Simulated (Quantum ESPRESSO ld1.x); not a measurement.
Results of a calculation; reference values are marked as such.
Problem. These are the eigenvalues of the occupied orbitals of an atom or ion with whole-number occupations (eV). Level of theory: scalar-relativistic Kohn-Sham, LDA (Slater exchange, VWN5 correlation), spin-unpolarised, spherical densities, point nucleus (ld1.x of Quantum ESPRESSO 7.5).

| orbital | eigenvalue |
|---|---|
| 1s | -71513.8 |
| 2s | -16827.1 |
| 2p | -15563.3 |

Which element is it, and in what charge state? The configuration may be excited.

Solution. Z = 72, hafnium, charge +64: Hf64+ in [He] 2s2 2p4. The list shows which subshells hold electrons but not how many an open one holds; the 1s level, -2628.1 hartree, gives Z - s = 72.5 by -(Z - s)^2/2, which with screening and relativity narrows Z to a few neighbours, and the depths of the outer levels then fix element, charge and occupations together.
